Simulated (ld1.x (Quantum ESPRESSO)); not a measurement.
Which change was made? (Ge, PAW)

germanium (Ge), PAW, made with ld1.x (Quantum ESPRESSO) 7.5 (PBEsol, scalar-relativistic). Core [Ar], reference 3d10 4s2 4p2. Waves: 4s (bound): rcut 1.45, rcutus 1.70 bohr; 4s channel at 0.05 Ry: rcut 1.45, rcutus 1.70 bohr; 4p (bound): rcut 1.70, rcutus 1.90 bohr; 4p channel at 1.95 Ry: rcut 1.70, rcutus 1.90 bohr; 3d (bound): rcut 1.35, rcutus 1.45 bohr; 3d channel at 0.7 Ry: rcut 1.35, rcutus 1.45 bohr. Local part: all-electron potential smoothed inside 1.15 bohr (lloc = -1). Core correction: Bessel-smoothed model core inside 1.25 bohr. Augmentation charge: PSQ, inside the norm-conserving radii.

Cutoffs, loose and tight: the cutoffs (Ry, on a coarse ladder) from which the occupation-weighted sum of valence levels, in a spherical-Bessel basis at the reference potential, stays within 10 and 1 mRy of its value at 400 Ry. They do not see the model core or the augmentation charge, which bear on the density cutoff. Test errors are all-electron minus pseudo excitation energies from the reference, over the configurations 3d10 4s2 4p1; 3d10 4s2 4p0; 3d10 4s1 4p0; 3d10 4s2 4p1.5; 3d10 4s1 4p3; 3d10 4s2 4p2.3; 3d10 4s0 4p0; variants that change the core or the reference have their own tests. The largest error is taken over the tests solved by every variant that gives reliable tests at all, those not shown here included: 3d10 4s1 4p0; 3d10 4s1 4p3; 3d10 4s2 4p0; 3d10 4s2 4p1; 3d10 4s2 4p1.5; 3d10 4s2 4p2.3.

The base gives: outcome: generated; cutoff, loose: 55 Ry; cutoff, tight: 100 Ry; bound ghosts: s; largest test error (meV): -12.

(1) After one change the result is: outcome: generated; cutoff, loose: 55 Ry; cutoff, tight: 100 Ry; bound ghosts: none; largest test error (meV): -12. Which change was it?
A. waves 4p (bound): rcut 1.70, rcutus 2.62 bohr; 4p channel at 1.95 Ry: rcut 1.70, rcutus 2.62 bohr
B. waves 3d (bound): rcut 1.22, rcutus 1.30 bohr; 3d channel at 0.7 Ry: rcut 1.22, rcutus 1.30 bohr
C. local potential all-electron potential smoothed inside 1.50 bohr (lloc = -1)

Answers

(1) C. The others give: waves 4p (bound): rcut 1.70, rcutus 2.62 bohr; 4p channel at 1.95 Ry: rcut 1.70, rcutus 2.62 bohr → outcome: generated, overlap not positive; bound ghosts: s (p not tested, overlap not positive); largest test error (meV): -12 | waves 3d (bound): rcut 1.22, rcutus 1.30 bohr; 3d channel at 0.7 Ry: rcut 1.22, rcutus 1.30 bohr → outcome: generated; cutoff, loose: 70 Ry; cutoff, tight: 140 Ry; bound ghosts: s; largest test error (meV): -13. A file whose overlap is not positive is unfit for use, and its test errors describe a broken file.
